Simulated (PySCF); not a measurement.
## Correlation energy of Ni⁹⁺ (nickel, charge +9)

Starting occupation: [Ar] 3d1, 3d5/2 with m_j = +5/2. Computed with PySCF 2.14 in an even-tempered Gaussian basis (17 s from 0.53 bohr⁻², ratio 2.8; 12 p from 0.69 bohr⁻², ratio 2.8; 8 d from 0.69 bohr⁻², ratio 2.8; 4 f from 2 bohr⁻², ratio 3), with X2C-1e with screened-nucleus spin-orbit coupling, Gaussian nucleus. Frozen: [Ne]; 9 electrons correlated; the 76 highest virtual spinors left out.

MP2 pair energies summed by pair of shells (mhartree):

```tsv
pair	energy	share (%)
3p-3p	-197.97	63.4
3d-3p	-51.33	16.4
3p-3s	-45.86	14.7
3s-3s	-10.01	3.2
3d-3s	-7.27	2.3
```

Total MP2 correlation energy: -312.43 mhartree.

The GHF reference relaxed away from the jj start to a determinant that is no pure jj level (⟨S²⟩ = 0.75, ⟨J²⟩ = 8.75); the energies belong to that determinant.
